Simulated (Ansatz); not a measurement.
C3H4AlNO (`C=[N][Al]1[O][C]1=C`), relaxed with RKS PBE-D4/def2-SVP in the Gaussian-basis code of Ansatz from a rough embedded geometry. The force threshold is 0.03 eV/Å; the program also tests the step.

Charge 0, multiplicity 1.

Start:

```xyz
10

C    -0.348    0.507   -2.619
N    -1.256   -0.110   -1.838
Al   -0.995   -0.479    0.022
O    -1.419   -0.985    1.594
C    -0.089   -0.433    1.534
C     1.039   -0.093    2.187
H    -0.568    0.676   -3.619
H     0.579    0.838   -2.145
H     1.880    0.397    1.654
H     1.178   -0.316    3.229
```

```json
{"step": "1", "energy (eV)": "-13288.6219", "largest force (eV/Å)": "5.115", "largest move (Å)": "0.000"}
{"step": "2", "energy (eV)": "-13289.3227", "largest force (eV/Å)": "2.449", "largest move (Å)": "0.193"}
{"step": "3", "energy (eV)": "-13289.6468", "largest force (eV/Å)": "1.164", "largest move (Å)": "0.200"}
{"step": "4", "energy (eV)": "-13289.7542", "largest force (eV/Å)": "0.579", "largest move (Å)": "0.200"}
{"step": "5", "energy (eV)": "-13289.8020", "largest force (eV/Å)": "0.374", "largest move (Å)": "0.178"}
{"step": "6", "energy (eV)": "-13289.8346", "largest force (eV/Å)": "0.467", "largest move (Å)": "0.195"}
{"step": "7", "energy (eV)": "-13289.8688", "largest force (eV/Å)": "0.366", "largest move (Å)": "0.200"}
{"step": "8", "energy (eV)": "-13289.8824", "largest force (eV/Å)": "0.146", "largest move (Å)": "0.200"}
{"step": "9", "energy (eV)": "-13289.8866", "largest force (eV/Å)": "0.551", "largest move (Å)": "0.197"}
{"step": "10", "energy (eV)": "-13289.9078", "largest force (eV/Å)": "0.367", "largest move (Å)": "0.090"}
{"step": "11", "energy (eV)": "-13289.9480", "largest force (eV/Å)": "0.251", "largest move (Å)": "0.199"}
{"step": "12", "energy (eV)": "-13289.9772", "largest force (eV/Å)": "0.454", "largest move (Å)": "0.200"}
{"step": "13", "energy (eV)": "-13290.0040", "largest force (eV/Å)": "0.549", "largest move (Å)": "0.200"}
{"step": "14", "energy (eV)": "-13290.0128", "largest force (eV/Å)": "0.506", "largest move (Å)": "0.200"}
{"step": "15", "energy (eV)": "-13290.0151", "largest force (eV/Å)": "0.329", "largest move (Å)": "0.056"}
{"step": "16", "energy (eV)": "-13290.0260", "largest force (eV/Å)": "0.085", "largest move (Å)": "0.111"}
{"step": "17", "energy (eV)": "-13290.0263", "largest force (eV/Å)": "0.136", "largest move (Å)": "0.014"}
{"step": "18", "energy (eV)": "-13290.0275", "largest force (eV/Å)": "0.118", "largest move (Å)": "0.042"}
{"step": "19 (rejected)", "energy (eV)": "-13290.0259", "largest force (eV/Å)": "0.229", "largest move (Å)": "0.038"}
{"step": "20", "energy (eV)": "-13290.0286", "largest force (eV/Å)": "0.063", "largest move (Å)": "0.019"}
{"step": "21", "energy (eV)": "-13290.0299", "largest force (eV/Å)": "0.019", "largest move (Å)": "0.056"}
{"step": "22", "energy (eV)": "-13290.0301", "largest force (eV/Å)": "0.104", "largest move (Å)": "0.070"}
{"step": "23", "energy (eV)": "-13290.0303", "largest force (eV/Å)": "0.047", "largest move (Å)": "0.016"}
{"step": "24", "energy (eV)": "-13290.0303", "largest force (eV/Å)": "0.040", "largest move (Å)": "0.017"}
{"step": "25 (rejected)", "energy (eV)": "-13290.0302", "largest force (eV/Å)": "0.043", "largest move (Å)": "0.009"}
{"step": "26", "energy (eV)": "-13290.0304", "largest force (eV/Å)": "0.016", "largest move (Å)": "0.004"}
```

End:

```xyz
10

C    -0.716    0.484   -3.057
N    -0.497    0.284   -1.832
Al   -0.119    0.028   -0.154
O    -1.004   -0.107    1.383
C     0.378   -0.260    1.630
C     1.023   -0.471    2.785
H    -0.903   -0.350   -3.781
H    -0.743    1.510   -3.507
H     2.117   -0.567    2.802
H     0.463   -0.551    3.733
```

It took 16 s on 4 threads of an Intel Xeon 6975P-C on a shared host, with 0.16 GiB of host memory at the peak.
